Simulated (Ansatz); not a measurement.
BFH4SiZn (`[F][Zn][BH][SiH3]`) from Hartree–Fock to CCSD(T)

```xyz
8

F    -0.486   -3.434    1.731
Zn   -0.664   -1.919    0.853
B    -0.847   -0.169   -0.163
Si    0.688    1.076   -0.475
H    -1.941    0.167   -0.515
H     0.520    2.023   -1.611
H     0.730    1.870    0.794
H     2.000    0.387   -0.615
```

Total charge 0; spin multiplicity 1. For Zn the d shell is correlated and the shells below it are frozen. Scalar relativity is left out up to krypton. All single points use the PBE0-D4/def2-TZVP geometry. It is one conformer, not always the lowest. Frozen core, restricted reference, the Gaussian-basis code of Ansatz.

```
     basis      HF (Eh)  MP2 corr.
  def2-SVP  -2192.73136   -0.67122
def2-TZVPP  -2193.23547   -0.98327
def2-QZVPP  -2193.29302   -1.05995
```

(1) Estimate the CCSD correlation energy and the (T) correction in each basis where they were run (hartree).

## Answers

(1) 
| basis | CCSD corr. | (T) |
| --- | --- | --- |
| def2-SVP | -0.69070 | -0.01649 |
| def2-TZVPP | -0.97229 | -0.03065 |
